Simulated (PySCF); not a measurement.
Species: C4HClF3OP.
Numbering: `[F:1][C:2]([F:3])([F:4])[c:5]1[o:6][cH:7][p:8][c:9]1[Cl:10]`

Structure used (GFN2-xTB), in Å, numbered top down from 1:
```xyz
11
C4HClF3OP angstrom
F     -1.6256   -1.8328   -0.1204
C     -1.5284   -0.5045   -0.0536
F     -2.2186   -0.1138    1.0291
F     -2.1820   -0.0083   -1.1156
C     -0.1004   -0.0516   -0.0065
O      0.8500   -0.9890   -0.0358
C      2.0664   -0.4448    0.0120
P      2.1483    1.2636    0.0964
C      0.3668    1.2330    0.0639
Cl    -0.6449    2.6072    0.1131
H      2.8737   -1.1563   -0.0085
```

NICS is the negative of the GIAO shielding at a point without a nucleus: at the ring centre (0) and 1 Å above and below it (1); zz is the component along the ring normal. Level: GIAO PBE0/pcSseg-1 (PySCF, non-relativistic, gas phase) on the GFN2-xTB geometry, one conformer.

Ring bond lengths (Å), with Mayer bond orders in brackets: C5–O6 1.335 (1.05), O6–C7 1.333 (1.11), C7–P8 1.712 (1.52), P8–C9 1.782 (1.09), C9–C5 1.369 (1.42).

Problem. Give the NICS values of each ring in ppm.

Solution. 
```csv
ring,type,NICS(0),"NICS(1), two faces","NICS(1)zz, two faces",rms pucker (Å),"centre to ring atoms, mean (Å)"
C5–O6–C7–P8–C9,5-membered ring with O and P; formal bonds all aromatic,-11.7,-10.7 / -10.7,-23.6 / -23.6,0.00,1.27
```

Problem. What do they say, and how far can they be read as aromaticity?

Solution. 
- C5–O6–C7–P8–C9: mean NICS(1)zz -23.6 ppm, shielded.

Problem. How equal are the bonds by HOMA? HOMA takes Krygowski's 1993 parameters.

Solution. 
- C5–O6–C7–P8–C9: HOMA 0.50; the largest term is that of P8–C9, α(R − Ropt)² = 0.84.

Problem. List the ring angles and the Hirshfeld charges of the ring atoms.

Solution. 
- C5–O6–C7–P8–C9: C5 114.7° (+0.013 e), O6 111.2° (-0.036 e), C7 116.9° (-0.025 e), P8 86.2° (+0.081 e), C9 111.0° (-0.072 e); sum 540.0° against 540° for a flat convex ring.

Problem. What are the shieldings of the ring atoms and their hydrogens in the same run (means over atoms taken as equivalent)?

Solution. 
```
atoms                        environment  σ isotropic (ppm)  principal values of the symmetric part, first atom (ppm)
   C5        substituted aromatic carbon               32.7                                         -49.7, 49.9, 98.0
   O6                  furan-type oxygen              -14.8                                      -239.5, -37.2, 232.2
   C7  aromatic CH next to a ring oxygen               -2.9                                       -151.2, 38.5, 103.9
   P8           phosphorus bonded to 2 C              167.9                                       -36.5, 109.3, 431.0
   C9               aromatic C–Cl carbon               31.1                                        -64.9, 39.8, 118.6
  H11                  aromatic hydrogen              22.89                                          20.5, 22.3, 25.9
```
